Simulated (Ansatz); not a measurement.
Consider the isomerisation: `C[Si](C)(N)O` → `CN(C)[SiH2]O`.

Calculated with Ansatz (gas phase, PBE0-D4/def2-TZVP geometries, no zero-point term in ΔE). CCSD(T)/CBS is the MP2 limit (def2-TZVPP, def2-QZVPP) plus CCSD(T) − MP2 in def2-TZVPP, frozen cores. Functionals use def2-TZVPP. One conformer a species, not always the lowest.

Question: Is it downhill or uphill in electronic energy at CCSD(T)/CBS, and by how much? (An estimate is asked.)

Answer: Ansatz gave: Uphill: ΔE = +1.72 eV.

Question: What do these levels give: PBE0-D4, B2PLYP, MP2/def2-TZVPP, CCSD/def2-TZVPP, CCSD(T)/def2-TZVPP, CCSD/CBS(def2)? (Estimate.)

Answer: Computed: PBE0-D4 1.68, B2PLYP 1.66, MP2/def2-TZVPP 1.71, CCSD/def2-TZVPP 1.66, CCSD(T)/def2-TZVPP 1.66, CCSD/CBS(def2) 1.72 eV.

Largest T1 diagnostic among the species: 0.011.

In def2-TZVPP, CCSD(T) changes the Hartree–Fock value by +0.08 eV (the triples alone add −0.00 eV) and MP2 by +0.13 eV. From PBE to PBE0 (25 % exact exchange), in def2-TZVPP and without D4, ΔE moves by +0.04 eV.
